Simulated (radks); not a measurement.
Results of a calculation; reference values are marked as such.
The table gives one normalised radial function P(r) = r R(r) (large component) of Hf in [Xe] 4f11.5 5d2 6s1.5 6p3 (r in bohr). Code: a radial shooting solver on a logarithmic mesh with Libxc functionals. Model: Dirac Kohn-Sham, LDA (Slater exchange, Perdew-Wang correlation), spin-unpolarised, spherical densities, finite nucleus; open shells fill j = l - 1/2 first; Fermi nuclear charge, rms radius 5.347 fm.

r           P
0.003848   0.0086
0.006169   0.0158
0.009811   0.0285
0.01573    0.0491
0.02502    0.0739
0.03979    0.0839
0.06379    0.0381
0.1014    -0.0713
0.1626    -0.1106
0.2587     0.0686
0.4147     0.1588
0.6595    -0.1434
1.049     -0.2602
1.682      0.1950
2.675      0.5870
4.288      0.4573
6.819      0.1480
10.93      0.0156

Which n and l does it have? It may be an empty orbital.

Answer. n = 6, l = 1: the number of nodes gives n - l - 1 = 4, the rise at small r points to l (for j = l - 1/2 the large component starts outside the nucleus as r^gamma with gamma = sqrt(l^2 - (Z/c)^2) = 0.85 and the r^(l+1) term takes over further out; the orbital of l - 1 with the same j starts with the same power, but with a larger coefficient, and does not steepen), and the extent must fit the shell. The curve is that of 6p1/2; the two j differ most near the nucleus, where j = l - 1/2 has the larger amplitude, and in heavy atoms j = l - 1/2 is also the more compact. 6p1/2: eigenvalue -4.512 eV, 4 radial nodes at r = 0.0764, 0.225, 0.550, 1.43 bohr, <r> = 3.54 bohr, 90 % of the charge inside 5.27 bohr.
